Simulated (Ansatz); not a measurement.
CH5BSi, SMILES `CB=[SiH2]` (charge 0, multiplicity 1).

These are frozen-core CCSD(T)/cc-pVDZ // B3LYP-D3(BJ)/def2-TZVP (Ansatz, a quantum-chemistry and plane-wave program) values and carry that method's errors.

Ansatz 0.2 input:
```yaml
crystal:
  periodic: [false, false, false]
  atoms:
    - { symbol: C, position_ang: [-1.453038, -0.014937, -0.053854] }
    - { symbol: B, position_ang: [0.05869, 0.000542, 0.09846] }
    - { symbol: Si, position_ang: [1.883892, 0.008136, -0.29591] }
    - { symbol: H, position_ang: [-1.765326, 0.853716, -0.64748] }
    - { symbol: H, position_ang: [-1.755286, -0.898559, -0.62973] }
    - { symbol: H, position_ang: [-2.002093, -0.007394, 0.890068] }
    - { symbol: H, position_ang: [2.504099, 1.257248, 0.219158] }
    - { symbol: H, position_ang: [2.529061, -1.198755, 0.284579] }
basis:
  gaussian: { orbitals: cc-pVDZ }
correlation:
  method: ccsd_t
```

Output:

```
Functional definition: HF
661 factors; integrals over basis functions are off by at most 1.2e-3 eV
mean field evaluation 1: about -9639.3061 eV, gradient 2.1e1 eV
mean field evaluation 2: about -9639.3082 eV, gradient 2.1e1 eV
mean field evaluation 4: about -9640.8993 eV, gradient 2.3e0 eV
mean field evaluation 8: about -9640.9299 eV, gradient 5.4e-4 eV
mean field evaluation 16: about -9640.9279 eV, gradient 1.7e-1 eV
mean field -9640.92994655 eV, -354.2976406786 hartree, gradient 2.8e-6 eV, S^2 0.000000; 0 other end points of the search recorded, 0 dependent functions left out; unrestricted orbitals would lower it
mean field evaluation 32: about -9640.9337 eV, gradient 4.7e0 eV
7 core orbitals not correlated
reference -9640.92994655 eV, -354.2976406786 hartree; 8, 8 occupied and 56, 56 virtual orbitals, 661 factors
second order -8.69240258 eV of doubles, -0.00000000 eV of singles
cycle   1  -9.62305766 eV  change   -9.3e-1 eV  update   9.2e-2
cycle   2  -10.00346217 eV  change   -3.8e-1 eV  update   3.4e-2
cycle   3  -10.07102287 eV  change   -6.8e-2 eV  update   1.7e-2
cycle   4  -10.06627578 eV  change    4.7e-3 eV  update   6.0e-3
cycle   5  -10.06454203 eV  change    1.7e-3 eV  update   2.0e-3
cycle   6  -10.06432489 eV  change    2.2e-4 eV  update   6.4e-4
cycle   7  -10.06438031 eV  change   -5.5e-5 eV  update   1.8e-4
cycle   8  -10.06443725 eV  change   -5.7e-5 eV  update   7.2e-5
cycle   9  -10.06443228 eV  change    5.0e-6 eV  update   2.6e-5
cycle  10  -10.06443063 eV  change    1.6e-6 eV  update   1.0e-5
perturbative correction -0.36997748 eV, -0.0135964215 hartree
Total energy: -9651.36435466 eV, -354.6810981040 hartree
```
